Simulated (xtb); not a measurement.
A geometry relaxed with xtb 6.7.1 with GFN2-xTB, charge 0, multiplicity 2:

```xyz
5

H      2.5302     0.1047    -0.4984
Al     0.0885    -0.8662    -0.6790
S      1.4583     0.8194    -0.1758
S     -2.1047    -0.6487    -0.4006
H     -1.9722     0.5908     0.0606
```

**Question.** Write the SMILES of this molecule.

**Answer.** `[SH][Al][SH]`
